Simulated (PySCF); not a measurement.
# Worked example: chemical shift, span and skew from a shielding tensor

AlClH₅NO₂Si, SMILES [OH][Al]([OH])[NH][SiH2]Cl. Atoms are numbered in the order given.

```xyz
11

Si     1.4715     0.4693    -0.3855
Cl     2.4031    -0.4801     1.2170
N      0.0369    -0.3232    -0.8884
Al    -1.6411    -0.0057    -0.3506
O     -2.8365    -1.0486    -0.9412
O     -2.0312     1.2752     0.6860
H      1.0994     1.8303     0.0941
H      2.4857     0.5294    -1.4722
H      0.1735    -1.1507    -1.4660
H     -3.7668    -0.9942    -0.7199
H     -1.4279     1.9003     1.0884
```

The structure is a stationary point at PBE0-D3(BJ)/def2-SVP. The structure was generated by enumeration; whether it is a known compound was not checked. One conformer was computed; it need not be the lowest.

GIAO shieldings from KT2/pcSseg-1 (PySCF), non-relativistic, no solvent. The symmetric part of the tensor of N3 has the principal values 200.2, 228.0, 242.3 ppm. The same nucleus in NH3 has σ = 266.2 ppm at this level (PySCF, at its B3LYP-D3(BJ)/def2-TZVP geometry). Without spin–orbit terms, shifts of atoms bonded to Cl or Br come out too high.

Task: Work out the isotropic shielding, the ¹⁵N shift against NH3, the span and the skew.

Result: 
σ(iso) = (σ11 + σ22 + σ33)/3 = 223.5 ppm. δ = σ(ref) − σ(iso) = 266.2 − (223.5) = 42.7 ppm.
Span Ω = σ33 − σ11 = 42.1 ppm. Skew κ = 3(σ(iso) − σ22)/Ω = -0.32. Tumbling in solution averages the tensor to δ; in a static solid the shielding alone would spread this spin-1/2 line over Ω.
